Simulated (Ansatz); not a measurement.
Ansatz results at the PBE0-D4/def2-TZVP geometry: HOMO energy (PBE0/def2-TZVPP) -8.31 eV; HOMO–LUMO gap (B3LYP/def2-TZVPP) 6.90 eV; HOMO–LUMO gap (PBE0/def2-TZVPP) 7.36 eV.

Each molecule was computed in one conformer, which needn't be the lowest.

Q: Which molecule gave them?
A. `C[SiH2]C(F)BF`
B. `CN=C=[C](C)[AlH2]`
C. `C=C1CC1=N`
D. `OC(O)CF`

A: A. The others give `C=C1CC1=N`: -7.30, 5.14, 5.56; `OC(O)CF`: -8.39, 8.72, 9.35; `CN=C=[C](C)[AlH2]`: -6.47, 4.81, 5.21.

B3LYP here is the variant with VWN-RPA as its local correlation; programs differ in this.
